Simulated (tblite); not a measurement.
C7H15S (SMILES C[C](C)SC(C)(C)C), doublet, geometry from GFN2-xTB; GFN1-xTB with ALPB(water) run with tblite.

The tblite input:
```
$ tblite run mol.xyz --method gfn1 --charge 0 --spin 1 --alpb water --json tblite.json --no-restart

# file mol.xyz
23

C      2.53931107     1.23454430    -0.36407275
C      1.58833213     0.14022730    -0.03151812
C      1.99857434    -1.26684443    -0.29454751
S      0.19736028     0.53680713     0.88264592
C     -1.31331415    -0.14833590    -0.04348136
C     -1.19778917     0.26936125    -1.49895296
C     -1.40670294    -1.65735711     0.10896702
C     -2.49076052     0.53498104     0.63736467
H      2.11068103     2.20261739    -0.11921912
H      2.78066924     1.21537122    -1.43071290
H      3.48301943     1.12487421     0.17881211
H      3.08135614    -1.36291779    -0.19711890
H      1.74079591    -1.58560538    -1.31077506
H      1.52427942    -1.95145380     0.40525969
H     -2.06983731    -0.07389127    -2.05410738
H     -1.13801334     1.35256992    -1.58042535
H     -0.30718246    -0.15828216    -1.95442703
H     -1.32576456    -1.94058082     1.15635471
H     -2.36901801    -2.00439566    -0.26661464
H     -0.62387297    -2.15932212    -0.45245735
H     -3.42372128     0.23445199     0.16315982
H     -2.53043025     0.26199482     1.68942820
H     -2.39662999     1.61619635     0.56795422
```

Predict the main parts of the log of this tblite run.


```
xTB calculator
 | screened Coulomb repulsion
 | Coulomb electrostatics
 |  * isotropic Klopman-Ohno-Mataga-Nishimoto electrostatics
 |  * onsite third-order electrostatics
 | DFT-D3(BJ) dispersion correction
 | Interactions (3)
 | [1] alpb/gbsa reaction field model
 | [2] cds contribution to solvation
 | [3] empirical free energy shift and standard state/solvent correction

halogen bonding energy    0.0000000000000E+00 Eh
repulsion energy          3.4178776198312E-01 Eh
dispersion energy        -1.1275754385856E-02 Eh
interaction energy        1.3381127149694E-03 Eh
number of electrons       4.9000000000000E+01 e
integral cutoff           1.9731147476801E+01 bohr

------------------------------------------------------------
  cycle        total energy    energy error   density error
------------------------------------------------------------
      1     -26.52714493983  -2.6858995E+01   5.4401495E-01
      2     -26.54416332634  -1.7018387E-02   3.3250832E-01
      3     -26.53268610699   1.1477219E-02   6.1683138E-02
      4     -26.54740008561  -1.4713979E-02   1.9220668E-03
      5     -26.54741419481  -1.4109199E-05   6.7016533E-04
      6     -26.54741511425  -9.1943729E-07   1.8048069E-04
      7     -26.54741511469  -4.3841197E-10   1.0956696E-04
      8     -26.54741513233  -1.7639337E-08   2.7661974E-05
      9     -26.54741513249  -1.5830537E-10   3.0948509E-06
------------------------------------------------------------

electronic energy        -2.6879265252799E+01 Eh
total energy             -2.6547415132487E+01 Eh

Post processing:
 | Mayer-Wiberg bond orders

[Info] JSON dump of results written to 'tblite.json'
```
